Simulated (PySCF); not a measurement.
C₉H₁₆O.
Geometry (GFN2-xTB, Å), atoms numbered from 1 in this order:
```xyz
26
C9H16O angstrom
C     -2.0359    0.8885   -0.7892
C     -1.1365   -0.1217   -0.0675
C     -1.5621   -1.5263   -0.5088
C     -1.3434    0.0143    1.4426
C      0.3415    0.1360   -0.4634
C      0.8544    1.4521    0.0591
C      2.0896    1.6104    0.5150
O      3.0648    0.6646    0.5240
C      2.7442   -0.4952   -0.2183
C      1.3083   -0.9551    0.0149
H     -1.8336    1.9060   -0.4682
H     -3.0812    0.6744   -0.5777
H     -1.8885    0.8331   -1.8656
H     -1.0447   -2.2946    0.0591
H     -2.6306   -1.6543   -0.3483
H     -1.3574   -1.6771   -1.5667
H     -2.3996   -0.0866    1.6825
H     -0.8028   -0.7574    1.9843
H     -1.0006    0.9837    1.7948
H      0.3720    0.1577   -1.5625
H      0.1882    2.2975    0.0695
H      2.4505    2.5399    0.9321
H      3.4607   -1.2570    0.0985
H      2.8983   -0.2886   -1.2872
H      1.1737   -1.1322    1.0825
H      1.1496   -1.8895   -0.5221
```

Theory: PBE0/pcSseg-1 in PySCF (dipole) on a GFN2-xTB geometry, gas phase.

Take the most abundant isotopes and a rigid rotor. The values belong to one conformer with, in the numbering `[CH3:1][C:2]([CH3:3])([CH3:4])[C@H:5]1[CH:6]=[CH:7][O:8][CH2:9][CH2:10]1`, C2–C5–C6–C7 142°, C6–C7–O8–C9 10°, C7–O8–C9–C10 -43°, O8–C9–C10–C5 63°.

(1) What are A, B and C (cm⁻¹)?

(2) Classify the top.

(3) Is it planar, by Δ = Ic − Ia − Ib?

(4) List the rotational levels J(Ka,Kc) to J = 4 (MHz).

(5) Which types of transition are allowed, and where do some lines up to J = 2 fall?

(6) Estimate the classical rotational partition function at 10 K, 25 K and 100 K.

Answers

(1) Ia = 204.34, Ib = 553.78, Ic = 631.35 u·Å²; 505379 MHz·u·Å²/I gives 2473, 912.6 and 800.5 MHz, that is A = 0.08250, B = 0.03044, C = 0.02670 cm⁻¹.

(2) An asymmetric top: κ = (2 × 912.6 − 2473 − 800.5)/(2473 − 800.5) = -0.87.

(3) Not planar: Δ = Ic − Ia − Ib = -126.77 u·Å². For a rigid frame Δ = −2 Σ m c², so Σ m c² = 63.38 u·Å² lies off the ab plane: 22.71 from hydrogen and 40.68 from heavier atoms. The atom farthest from that plane is 2.13 Å away.

(4) Above 0(0,0):
J = 1: 1(0,1) 1713, 1(1,1) 3274, 1(1,0) 3386
J = 2: 2(0,2) 5133, 2(1,2) 6588, 2(1,1) 6924, 2(2,1) 11606, 2(2,0) 11612
J = 3: 3(0,3) 10249, 3(1,3) 11555, 3(1,2) 12228, 3(2,2) 16745, 3(2,1) 16774, 3(3,1) 24832, 3(3,0) 24832
J = 4: 4(0,4) 17044, 4(1,4) 18172, 4(1,3) 19292, 4(2,3) 23593, 4(2,2) 23679, 4(3,2) 31695, 4(3,1) 31697, 4(4,1) 43002, 4(4,0) 43002

(5) The dipole components are |μa| = 1.00 D, |μb| = 0.73 D, |μc| = 0.39 D. The squared components, which scale the intensities, stand as 1.00 : 0.53 : 0.15 (a : b : c). Some lines, for components of 0.1 D or more:

```
type  branch         J(Ka,Kc)   MHz  lower level (cm⁻¹)
   a       Q  2(1,1) ← 2(1,2)   336               0.220
   c       Q  2(1,2) ← 2(0,2)  1454               0.171
   c       Q  1(1,1) ← 1(0,1)  1561               0.057
   b       Q  1(1,0) ← 1(0,1)  1673               0.057
   a       R  1(0,1) ← 0(0,0)  1713               0.000
   b       Q  2(1,1) ← 2(0,2)  1791               0.171
   b       R  2(0,2) ← 1(1,1)  1860               0.109
   b       R  1(1,1) ← 0(0,0)  3274               0.000
   a       R  2(1,2) ← 1(1,1)  3314               0.109
   c       R  1(1,0) ← 0(0,0)  3386               0.000
   a       R  2(0,2) ← 1(0,1)  3420               0.057
   a       R  2(1,1) ← 1(1,0)  3538               0.113
   c       Q  2(2,1) ← 2(1,1)  4682               0.231
   b       Q  2(2,0) ← 2(1,1)  4688               0.231
   b       R  2(1,2) ← 1(0,1)  4875               0.057
   b       Q  2(2,1) ← 2(1,2)  5018               0.220
   c       R  2(1,1) ← 1(0,1)  5211               0.057
   c       R  2(2,0) ← 1(1,0)  8226               0.113
   c       R  2(2,1) ← 1(1,1)  8332               0.109
   b       R  2(2,0) ← 1(1,1)  8338               0.109
```

(6) Point group C1, symmetry number σ = 1; q = (√π/σ)·√((kT/h)³/(ABC)), k/h = 20836.6 MHz/K: 3970 at 10 K, 15700 at 25 K, 125000 at 100 K.

Whether it is a minimum is left open (no frequencies). Constants of a rigid frame at the computed geometry: no zero-point averaging, no centrifugal distortion. A rigid rotor knows nothing of internal rotation, which can split or shift real lines.
